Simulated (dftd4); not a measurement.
H$_{3}$O$_{4}$S (SMILES O=S(O)(O)=[OH+]), charge +1, singlet, at a GFN2-xTB geometry; D4 for blyp (dftd4).

Input for dftd4:
```
$ dftd4 mol.xyz --func blyp --charge 1 --json dftd4.json --noedisp --property

# file mol.xyz
8

O      0.07747933    -1.16688503    -0.93747374
S      0.00513635    -0.07735650    -0.06214810
O     -1.37552753     0.54445488     0.07722509
O      0.88848750     1.10384932    -0.43194612
O      0.40278763    -0.37941267     1.37414663
H     -1.93477726     0.66485616    -0.69882339
H      1.78469266     0.95770216    -0.75592961
H      0.12208757    -1.20090634     1.79350759
```

It wrote (shortened):

```
                    ____  _____ _____     ____  _  _
      -------------|  _ \|  ___|_   _|---|  _ \| || |------------
     |             | | | | |_    | | ___ | | | | || |_           |
     |             | |_| |  _|   | ||___|| |_| |__   _|          |
     |             |____/|_|     |_|     |____/   |_|            |
     |             ===================================           |
     |            E. Caldeweyher, S. Ehlert & S. Grimme          |
     |          Mulliken Center for Theoretical Chemistry        |
     |                    University of Bonn                     |
      -----------------------------------------------------------

Rational (Becke-Johnson) damping: blyp-D4-ATM
---------------------
  s6         1.0000
  s8         2.3408
  s9         1.0000
  a1         0.4449
  a2         4.0933
 alp        16.0000
--------------------

Atomic data, radii in Ångström:
------------------------------------------------------
   Z          R(cov)      r4/r2   hardness         EN
------------------------------------------------------
   8 O        0.8400     1.3725     0.5869     3.4400
  16 S        1.3600     2.1385     0.3892     2.5800
   1 H        0.4267     1.0622     0.4726     2.2000
------------------------------------------------------

Atomic reference systems (in atomic units):
----------------------------------------------------------------------------
   Z        #      CN     q+Z       C6(AA)   #      CN     q+Z       C6(AA)
----------------------------------------------------------------------------
   8 O      1  0.0000  8.0000      15.5711   2  0.8042  7.6453      20.8489
            3  1.6112  7.4012      24.8631   4  0.9798  8.0000      14.9880
  16 S      1  0.0000 16.0000     134.5983   2  0.9220 15.8373     145.7512
            3  1.8445 15.7622     148.5324
   1 H      1  0.0000  1.0000       7.6362   2  0.8942  1.0000       3.0374
----------------------------------------------------------------------------

Atomic properties (in atomic units):
----------------------------------------------------------------------------
     #    Z              CN          q      C6(AA)        C8(AA)   alpha(0)
----------------------------------------------------------------------------
     1    8 O        0.8596    -0.1635     17.4222      351.5887     5.6008
     2   16 S        3.4678     0.7860    110.9485     5435.5010    17.7593
     3    8 O        1.6642    -0.2610     18.1941      367.1671     5.7701
     4    8 O        1.6642    -0.2610     18.1941      367.1671     5.7701
     5    8 O        1.6642    -0.2610     18.1941      367.1671     5.7701
     6    1 H        0.8151     0.3868      0.5081        6.1416     1.1189
     7    1 H        0.8151     0.3868      0.5081        6.1416     1.1189
     8    1 H        0.8151     0.3868      0.5081        6.1416     1.1189
----------------------------------------------------------------------------

Molecular properties (in atomic units):
----------------------------------------
 molecular C6                 867.5422
 molecular C8               24446.0367
----------------------------------------

Dispersion energy:      -1.2051562847291E-02 Eh

[Info] JSON dump of results written to 'dftd4.json'
```
